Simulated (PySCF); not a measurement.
# Structure from 2D NMR

Compound of formula C6H8F2. Correlations simulated from computed shifts and the bond graph:

HSQC (one-bond C–H):
```tsv
δH	δC
2.12	49.7
1.97	35.6
1.84	49.7
```

COSY cross peaks (H two or three bonds apart, from the bond graph; peaks can be absent where the dihedral angle is near 90°):
```tsv
δH	δH
2.12	1.84
```

HMBC (two and three bonds, from the bond graph):
```tsv
δH	δC
2.12	90.4, 49.7, 35.6
1.97	90.4, 49.7, 35.6
1.84	90.4, 49.7, 35.6
```

Carbons without hydrogens: δ 90.4.

- coordinates at the GFN2-xTB level
- NMR shieldings at PBE0/pcSseg-1/GIAO
- run in PySCF 2.14.0 with density-fitted response routines
- relativity neglected, equivalent nuclei averaged, in vacuum, a single conformation

References, each an isolated molecule treated in the same way: ¹H (σ = 31.72 ppm) and ¹³C (σ = 186.93 ppm) vs TMS.

Exchangeable hydrogens are left out of these lists.

**Question.** Work out the connectivity.

**Answer.** SMILES F[C@]12CC[C@](F)(C1)C2.

Structure with atom numbers: `[F:1][C@:2]12[CH2:3][CH2:4][C@:5]([F:6])([CH2:7]1)[CH2:8]2`; H(Xn) means a hydrogen on atom n.

δC 90.4 is C2/C5, a fully substituted sp3 carbon bonded to F. δC 49.7 is C7/C8, an sp3 CH2 in a ring (δH 2.12, 1.84). δC 35.6 is C3/C4, an sp3 CH2 in a ring (δH 1.97). HMBC from δH 2.12 reaches the proton-free carbon C2/C5. HMBC from δH 1.97 reaches the proton-free carbon C2/C5. HMBC from δH 1.84 reaches the proton-free carbon C2/C5. COSY links 2.12–1.84.

This is the structure that produced the data.

Shifts are as computed. Against solution values, carbons near 30 ppm lie about +3 ppm off and those near 130 ppm about +5 ppm. Of 1309 compounds with measured shifts, 239 miss one by over three times the rms of a fit or turn the order of signals round; such compounds aren't used in these exercises.
